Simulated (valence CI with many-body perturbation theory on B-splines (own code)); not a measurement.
Results of a calculation; reference values are marked as such.
# Nb XIX: what the settings do

Method: relativistic CI+MBPT: five valence electrons over a frozen Dirac-Fock core [Ar], radial functions for each j: 6 s, 6 p, 5 d, 5 f, 1 g, with the one-electron correlation potential Σ1 (screened to all orders), the two-electron term Σ2, the three-electron term Σ3, Breit, model QED; selected single and double excitations, second order for the rest, scaled by the run's own slope (own B-spline code, finite nucleus).

No measured spectrum was set against this ion. As an estimate, terms of the open shell hold to 2 to 4 % of their energy, and close levels can change places. Among the levels kept, up to 410 cm⁻¹ of a level comes from second order outside the variational space, and about a tenth of that is noise between levels of different J, which matters for small intervals. Only levels of the ground parity were solved; by the run's estimate the other parity begins above the list, which can be wrong where configurations are misplaced.

The reference run has the lowest level 3d⁵ ⁶S_5/2 and an ionisation energy of 757.458 eV. Its largest variational space holds 9956 state functions.

Names give the largest LS component (configuration and term), which can be under half, so a name can repeat, a term be missing and a line seem to break the LS rules; names also repeat where a configuration has a term twice. Letters in brackets count levels of one name in rising energy.

Changed runs:
A. highest l with Σ1, explicit Σ2 and valence Breit (higher l get mean screening factors) 3 → 2
B. three-electron term on → off; scale of Σ2 1 → 0.5
C. QED terms on → off; natural orbitals for correlation on → off
D. Davidson iteration limit 60 → 2 (bad on purpose)

Excitation energies of the reference run in cm⁻¹, and shifts in cm⁻¹:

```
                 Level  Reference       A       B       C         D
        3d⁵ ⁴G_5/2 [a]      85255    +832   +3106   +2978      -1.4
            3d⁵ ⁴G_7/2      93922    +797   +2187   +2291      +2.3
           3d⁵ ⁴G_11/2      94362   +1143   +2364   +2474      +2.2
            3d⁵ ⁴G_9/2      97063    +784   +1913   +2093      +2.2
        3d⁵ ⁴G_5/2 [b]      97149    +754   +2755   +2724      -0.1
            3d⁵ ⁴P_3/2      99026    +751   +3293   +3251      +2.4
            3d⁵ ⁴P_1/2     105788    +835   +3432   +3544      +1.6
            3d⁵ ⁴D_7/2     115761    +691   +2708   +2903      +2.0
            3d⁵ ⁴D_5/2     124457    +784   +2939   +3346      +0.2
            3d⁵ ⁴D_1/2     125609    +778   +3027   +3274      +1.6
            3d⁵ ⁴D_3/2     129167    +753   +2734   +3146      +2.4
           3d⁵ ²I_11/2     134932   +1793   +3058   +3305      +6.6
Ionisation energy (eV)    757.458  -0.020  -4.030  -0.067  +0.00018
```

Run D: The Davidson iterations stopped at their limit.
